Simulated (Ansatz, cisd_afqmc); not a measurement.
System: I, charge 0, doublet.

Total energies in def2-SVP, 7 correlated electrons, 9 frozen orbitals. Radicals and triplets start from unrestricted determinants; spin-orbit coupling is neglected. Cores are frozen in correlated methods (noble-gas shells, and filled d and f shells in the p block). Past Kr the def2 sets carry scalar-relativistic core potentials. AFQMC is phaseless with a CISD trial state; ± is one standard error, without the phaseless bias. Outlying blocks are dropped, and bars are widened where a walk drifts. Over all cases where full CI ran beside it in this data, AFQMC minus full CI had a median of +0.1 mEh and passed +0.4 mEh in a tenth of the cases. Spin-orbit terms, left out, reach several kcal/mol for Br and I, and more for heavier atoms.

| method | program | energy (Eh) | minus CCSDTQ (mEh) |
|---|---|---|---|
| HF | Ansatz | -296.64961 | 91.53 |
| MP2 | Ansatz | -296.72755 | 13.59 |
| CCSD | Ansatz | -296.74008 | 1.06 |
| CCSD(T) | Ansatz | -296.74085 | 0.28 |
| CCSDT(Q) | Ansatz | -296.74112 | 0.01 |
| CCSDTQ | Ansatz | -296.74114 | 0.00 |
| AFQMC/CISD | cisd_afqmc | -296.7410 ± 0.0001 | 0.1 ± 0.1 |

Ansatz is a quantum-chemistry and plane-wave program.
